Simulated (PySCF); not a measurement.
# First hyperpolarisability: `C=Nc1cocn1`, C4H4N2O

Molfile (atoms numbered from 1):
```
C4H4N2O
     RDKit          3D

 11 11  0  0  0  0  0  0  0  0999 V2000
   -2.2559    0.1821   -0.1341 C   0  0  0  0  0  0  0  0  0  0  0  0
   -1.3248   -0.6560   -0.2884 N   0  0  0  0  0  0  0  0  0  0  0  0
   -0.0197   -0.2949   -0.0740 C   0  0  0  0  0  0  0  0  0  0  0  0
    1.0701   -1.1157   -0.2056 C   0  0  0  0  0  0  0  0  0  0  0  0
    2.1702   -0.3988    0.0880 O   0  0  0  0  0  0  0  0  0  0  0  0
    1.7121    0.8252    0.3863 C   0  0  0  0  0  0  0  0  0  0  0  0
    0.4358    0.9517    0.3100 N   0  0  0  0  0  0  0  0  0  0  0  0
   -3.2651   -0.1558   -0.3170 H   0  0  0  0  0  0  0  0  0  0  0  0
   -2.1059    1.2179    0.1705 H   0  0  0  0  0  0  0  0  0  0  0  0
    1.1775   -2.1435   -0.4799 H   0  0  0  0  0  0  0  0  0  0  0  0
    2.4112    1.5905    0.6580 H   0  0  0  0  0  0  0  0  0  0  0  0
  1  2  2  0
  2  3  1  0
  3  4  2  0
  4  5  1  0
  5  6  1  0
  6  7  2  0
  7  3  1  0
  1  8  1  0
  1  9  1  0
  4 10  1  0
  6 11  1  0
M  END
```

Computed, not measured: quadratic response CAM-B3LYP/def2-SVPD first hyperpolarisability, Taylor convention, gas phase (PySCF). Geometry: GFN2-xTB.

(1) Give β for the processes computed.

(2) Which lowest excitations, dipole and polarisabilities go with it?

## Answers

(1) In 10⁻³⁰ esu, Taylor convention; the vector part is βᵢ = ⅓ Σⱼ (βᵢⱼⱼ + βⱼᵢⱼ + βⱼⱼᵢ); β∥ is 3/5 of the vector part along the dipole, the dipole points from − to +:
```tsv
process	λ (nm)	β vector norm	β∥	β HRS	depolarisation ratio
static β(0;0,0)	∞	2.62	1.08	1.25	3.44
second harmonic β(−2ω;ω,ω)	1907	2.85	1.18	1.36	3.46
Pockels β(−ω;ω,0)	1907	2.70	1.11	–	–
second harmonic β(−2ω;ω,ω)	1064	3.49	1.44	1.65	3.51
Pockels β(−ω;ω,0)	1064	2.87	1.19	–	–
```

(2) S1 4.67 eV (f = 0.001); S2 5.64 eV (f = 0.369); S3 6.13 eV (f = 0.112); dipole 0.74 D; isotropic α 63.9 au static, 64.2 au at 1907 nm, 64.7 au at 1064 nm, 65.0 au at 953.5 nm, 67.6 au at 532 nm.
